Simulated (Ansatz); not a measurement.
`Cl[SiH]1C[Se]1` + `C[CH2][InH][NH2]` → `C1[SiH2][Se]1` + `C[CH2][In]([NH2])[Cl]`  (redistribution)

Program: Ansatz. Geometries: PBE0-D4/def2-TZVP. ΔE: electronic, gas phase. CCSD(T)/CBS adds triple-zeta CCSD(T) − MP2 to the extrapolated MP2 energy (def2 sets, frozen cores). DFT in def2-TZVPP. B3LYP here is the variant with VWN-RPA as its local correlation; programs differ in this. Elements past krypton have def2 core potentials. For In, Se outer-core shells are correlated without core-valence functions, which leaves a few kJ/mol of doubt a bond. Scalar relativity is left out up to krypton. Each species was taken in one conformer, which may not be the lowest.

(1) Is it downhill or uphill in electronic energy at CCSD(T)/CBS, and by how much? (Estimate.)

(2) What do these levels give: ωB97X-V, PBE0, B3LYP, CCSD/def2-TZVPP, CCSD(T)/def2-TZVPP, HF/def2-QZVPP? (An estimate is asked.)

Largest T1 diagnostic among the species: 0.014.

Results:

(1) The calculation gave: Downhill: ΔE = -41.1 kJ/mol.

(2) Computed: ωB97X-V -38.3, PBE0 -37.9, B3LYP -41.6, CCSD/def2-TZVPP -40.3, CCSD(T)/def2-TZVPP -39.0, HF/def2-QZVPP -52.9 kJ/mol.

In def2-TZVPP, CCSD(T) changes the Hartree–Fock value by +14.2 kJ/mol (the triples alone add +1.3 kJ/mol) and MP2 by +14.6 kJ/mol. The D4 term adds +3.5 kJ/mol with B3LYP and +1.7 kJ/mol with PBE0; it sums over pairs of atoms, weighted by their polarisabilities, and B3LYP, whose exchange is more repulsive, gets the larger term.
